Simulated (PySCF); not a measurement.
A structure optimised at ωB97X-D3(BJ)/def2-SVP, used in a PySCF frequency run:

```xyz
10

C      0.0000     1.1316    -0.6991
C      0.0000     1.1316     0.6991
N      0.0000     0.0000     1.4024
C      0.0000    -1.1316     0.6991
C      0.0000    -1.1316    -0.6991
N      0.0000     0.0000    -1.4024
H      0.0000     2.0743    -1.2587
H      0.0000     2.0743     1.2587
H      0.0000    -2.0743     1.2587
H      0.0000    -2.0743    -1.2587
```

### Question
Write its SMILES, formula and point group.

### Answer
c1cnccn1, C4H4N2, D2h

### Question
What are its rotational constants (standard atomic weights)?

### Answer
6.4074, 5.9481, 3.0846 GHz
